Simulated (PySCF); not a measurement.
Species: GaH6N.
SMILES with atom numbers: `[NH3+:1][GaH3-:2]` (hydrogens: H3, H4, H5 on N1; H6, H7, H8 on Ga2)

Method: PBE0-D3(BJ)/def2-SVP geometry optimisation, gas phase in PySCF.

Problem. List the bond lengths and angles at this level.

Solution. 
| bond | length (Å) |
| --- | --- |
| N1–Ga2 | 2.149 |
| N1–H3, N1–H4, N1–H5 | 1.020 |
| Ga2–H6, Ga2–H7, Ga2–H8 | 1.584 |

Bonds in one row agree within 0.01 Å and their mean is given. A selection of angles:
| angle | degrees |
| --- | --- |
| Ga2–N1–H3 | 111.1 |
| H3–N1–H4 | 107.7 |
| N1–Ga2–H6 | 98.4 |
| H6–Ga2–H7 | 117.9 |

Ga2 (gallium bonded to N and 3 H) is distorted tetrahedral (angles from 98.3° to 117.9°). N1 (nitrogen bonded to Ga and 3 H) is tetrahedral (angles from 107.7° to 111.3°).

Point group: C3v (every atom within 0.08 Å of its image). No frequency check.

Hardware: an Arm Neoverse V2 with one thread (shared host). Cost: 11 s wall, 0.32 GiB resident at most. That covers the optimisation of the geometry.
